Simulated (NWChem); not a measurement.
System: CHBr$_{2}$F; SMILES BrC(Br)F

The following NWChem deck was run.

```
start job
memory heap 200 mb stack 900 mb global 1100 mb
geometry units angstroms
  F      1.857185    -0.194699     0.000000
  C      0.682751     0.429960     0.000000
  Br    -0.298589    -0.020424    -1.601319
  Br    -0.298589    -0.020424     1.601319
  H      0.825336     1.517696     0.000000
end
basis spherical
  * library 3-21g
end
dft
  xc hfexch
  iterations 150
end
driver
  maxiter 120
end
task dft optimize
task dft freq
```

This build's default masses of Se (78.918 u) and Br (79.917 u) are each other's, which moves their modes by up to 0.6 %.

The level has its own optimisation; frequencies are unscaled.

Question: What results follow from this input? (Hartree-Fock/3-21G.) Quantities: r C–F (Å); r Br–C (Å); r C–H (Å); highest harmonic frequency (cm⁻¹); lowest (cm⁻¹); zero-point energy (kcal/mol); dipole (D).

Answer: 
```
Quantity                           Value
---------------------------------  -----
r C–F (Å)                          1.368
r Br–C (Å)                         1.977
r C–H (Å)                          1.068
highest harmonic frequency (cm⁻¹)   3401
lowest (cm⁻¹)                        174
zero-point energy (kcal/mol)        13.6
dipole (D)                          1.77
```
